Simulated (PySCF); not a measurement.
Species: `CC(C)[C@@H](C)CC(=O)Cl`. The columns A, B, C and D hold Mulliken, IAO, Hirshfeld and ESP-fitted charges (e) of one PBE0/pcSseg-1 density (PySCF), in a shuffled order. Coordinates in Å (GFN2-xTB); the density's dipole moment is (-3.09, 0.79, 0.25) D.

```tsv
atom	x	y	z	A	B	C	D
C1	-1.592	0.941	0.740	-0.421	-0.119	-0.222	-0.477
C2	-1.180	-0.103	-0.296	-0.092	-0.015	-0.327	+0.336
C3	-1.644	-1.490	0.148	-0.417	-0.118	-0.194	-0.635
C4	0.330	-0.088	-0.609	-0.099	-0.019	-0.338	+0.370
C5	0.716	1.111	-1.473	-0.421	-0.121	-0.188	-0.698
C6	1.188	-0.110	0.663	-0.309	-0.073	-0.195	-0.186
C7	2.594	-0.510	0.387	+0.380	+0.196	+0.268	+0.450
O8	3.074	-0.961	-0.595	-0.345	-0.185	-0.292	-0.373
Cl9	3.627	-0.257	1.822	-0.119	-0.079	-0.136	-0.181
H10	-2.677	1.002	0.789	+0.144	+0.043	+0.120	+0.124
H11	-1.214	1.926	0.478	+0.135	+0.038	+0.114	+0.102
H12	-1.227	0.678	1.729	+0.132	+0.038	+0.109	+0.112
H13	-1.695	0.131	-1.235	+0.129	+0.038	+0.118	-0.012
H14	-2.720	-1.491	0.305	+0.141	+0.042	+0.116	+0.166
H15	-1.408	-2.235	-0.608	+0.140	+0.041	+0.116	+0.131
H16	-1.169	-1.787	1.081	+0.128	+0.036	+0.101	+0.160
H17	0.557	-0.995	-1.180	+0.138	+0.034	+0.133	-0.026
H18	1.770	1.061	-1.734	+0.147	+0.036	+0.130	+0.194
H19	0.536	2.047	-0.950	+0.130	+0.037	+0.105	+0.170
H20	0.139	1.116	-2.394	+0.142	+0.043	+0.118	+0.146
H21	0.794	-0.833	1.382	+0.170	+0.055	+0.176	+0.062
H22	1.188	0.865	1.152	+0.167	+0.050	+0.166	+0.067
```

Task: Which column most likely holds the ESP-fitted charges?

Result: D. Σ q r misses the density's dipole by 0.08 D (D), 0.49 D (A), 1.22 D (B), 1.27 D (C). Charges fitted to the outside potential are the only set here that is tied to the molecule's multipoles.

Task: And the Hirshfeld charges?

Result: B. The mean sizes are 0.066 e (B), 0.172 e (C), 0.202 e (A), 0.235 e (D), and Hirshfeld charges are commonly the smallest of these schemes.

As computed, A = IAO, B = Hirshfeld, C = Mulliken, D = ESP-fitted. Hydrogens on carbon: IAO +0.13 to +0.17, Hirshfeld +0.03 to +0.05, Mulliken +0.10 to +0.18, ESP-fitted -0.03 to +0.19 e.

The Mulliken scheme counts on each atom the diagonal of the density matrix times the overlap matrix over that atom's basis functions. The IAO scheme counts the electrons in orthogonalised intrinsic atomic orbitals, a minimal basis polarised so that it spans the occupied orbitals exactly.

Isolated species at its GFN2-xTB geometry (one conformer only).

Conformer computed: `[CH3:1][CH:2]([CH3:3])[C@@H:4]([CH3:5])[CH2:6][C:7](=[O:8])[Cl:9]`: C1–C2–C4–C5 -74°, C2–C4–C6–C7 163°, C4–C6–C7–O8 -11°.
